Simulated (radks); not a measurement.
Spherical quantum dot in the effective-mass picture: electrons in a hard-walled sphere of radius 2.56, with a point charge +2 (a donor) at the centre, all in effective atomic units (hartree* = m*/eps^2 hartree, bohr* = eps/m* bohr), one dielectric constant everywhere. Calculated with a radial shooting solver with Libxc functionals: non-relativistic Kohn-Sham, r2SCAN, spin-polarised, spherical densities, generalised Kohn-Sham scheme. Levels are named by radial order and angular momentum (1s, 1p, 1d, 2s, ...), and open shells are averaged over m.

N = 33, configuration 1s2 1p6 1d10 2s2 1f(up 7, down 6). This is the lowest configuration that the search found. Occupied and some empty levels:

level,occupation,eigenvalue (hartree*),<r> (bohr*)
1s up,1,16.122,1.562
1s down,1,16.135,1.557
1p up,3,16.641,1.767
1p down,3,16.659,1.766
1d up,5,17.377,1.837
1d down,5,17.396,1.836
2s up,1,17.709,0.9606
2s down,1,17.715,0.9644
1f up,7,18.365,1.889
1f down,6,18.386,1.889
1g up,0,19.589,1.932
1g down,0,19.612,1.932
2p up,0,20.050,1.275
2p down,0,20.059,1.274
2d up,0,21.852,1.440
2d down,0,21.865,1.440

Energy (hartree*): total 310.724, kinetic 99.793, external -43.294, Hartree 278.16, exchange-correlation -23.936.

Electron density:

r (bohr*),n(r) (e/bohr*^3)
0.200,2.416
0.392,1.165
0.583,0.5879
0.774,0.3374
0.965,0.2707
1.16,0.3300
1.35,0.4831
1.54,0.6825
1.73,0.8410
1.92,0.8445
2.11,0.6175
2.30,0.2574
2.49,0.01783
